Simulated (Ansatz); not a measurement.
Ansatz (a first-principles code) input (CCSD(T)/STO-3G):

Ansatz 0.2 input:
```yaml
crystal:
  periodic: [false, false, false]
  atoms:
    - {symbol: Sn, position_ang: [0.38816642, 0.33636741, -0.25175574]}
    - {symbol: O, position_ang: [-1.05484316, 1.30050212, -0.95099031]}
    - {symbol: Cl, position_ang: [-0.64526915, -1.60131693, 1.18798290]}
basis:
  gaussian:
    orbitals: STO-3G
total_charge: -1
magnetization: {spin_polarized: false}
correlation: {method: ccsd_t, electrons: outside_noble_gas}
```

End of the output:

```
cycle   2  -3.48302690 eV  change   -3.7e-1 eV  update   6.2e-2
cycle   3  -3.56819511 eV  change   -8.5e-2 eV  update   3.8e-2
cycle   4  -3.61563185 eV  change   -4.7e-2 eV  update   1.3e-2
cycle   5  -3.63072235 eV  change   -1.5e-2 eV  update   4.3e-3
cycle   6  -3.62811384 eV  change    2.6e-3 eV  update   1.8e-3
cycle   7  -3.62818645 eV  change   -7.3e-5 eV  update   1.1e-3
cycle   8  -3.62943735 eV  change   -1.3e-3 eV  update   2.7e-4
cycle   9  -3.62941214 eV  change    2.5e-5 eV  update   1.7e-4
cycle  10  -3.62942415 eV  change   -1.2e-5 eV  update   5.9e-5
cycle  11  -3.62945601 eV  change   -3.2e-5 eV  update   1.7e-5
cycle  12  -3.62945110 eV  change    4.9e-6 eV  update   8.2e-6
coupled cluster: 0.04 GiB planned
perturbative correction -0.39471765 eV, -0.0145056061 hartree
WARN: these amplitudes may be one of several solutions (largest doubles amplitude 0.28, level shift 2.27 eV)
Total energy: -176649.23214457 eV, -6491.7395441629 hartree
```

The program attaches cautions to this result: other roots.
